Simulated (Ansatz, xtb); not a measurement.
# Isomers of CH5ClGeOSi in order of energy

4 gas-phase structures of CH5ClGeOSi, from a drawn sample of its isomers (lower ones may exist). Each was relaxed with GFN2-xTB; where two conformers were screened, the lower at r2SCAN-D4/def2-SVP is listed:

A. `O=C[SiH2][GeH2][Cl]`, a singlet
B. `O=[CH][Ge@@H]([SiH3])[Cl]`, a singlet
C. `O=[CH][GeH2][SiH2]Cl`, a singlet
D. `O=C[Si@@H](Cl)[GeH3]`, a singlet

**Question.** Make a reasoned guess at their ranking by r2SCAN-D4/def2-SVP single-point energy.

**Answer.** Calculated order at r2SCAN-D4/def2-SVP: D (0.000), C (0.009), B (0.068), A (0.131) eV. Less than 1 kcal/mol parts D and C, so the order within that pair means little.

Energies above the lowest of each column, in eV; the last columns are at PBE-D3(BJ)/def2-SVP geometries:

| structure | GFN2-xTB | HF/STO-3G | r2SCAN-D4/def2-SVP | PBE-D3(BJ)/def2-SVP | CCSD(T)/def2-SVP + ΔMP2/def2-TZVPP |
| --- | --- | --- | --- | --- | --- |
| D | 0.414 | 0.030 | 0.000 | 0.000 | 0.000 |
| C | 0.259 | 0.086 | 0.009 | 0.098 | 0.059 |
| B | 0.000 | 0.051 | 0.068 | 0.154 | 0.186 |
| A | 0.160 | 0.000 | 0.131 | 0.218 | 0.225 |

CCSD(T)/def2-SVP + ΔMP2/def2-TZVPP puts D lowest; GFN2-xTB picks B, HF/STO-3G picks A. Flexible structures stand in one conformer each, not always the lowest. B keeps a small imaginary mode. ΔMP2 is the change of the MP2 energy from the smaller to the larger basis.

Over these structures GFN2-xTB departs from r2SCAN-D4/def2-SVP by 0.176 eV on average once a common shift is removed. A GFN2-xTB relaxation took about 0.66 s and the r2SCAN-D4/def2-SVP energy about 5.3 s on a shared host (Ansatz 0.2.0, xtb 6.7.1).
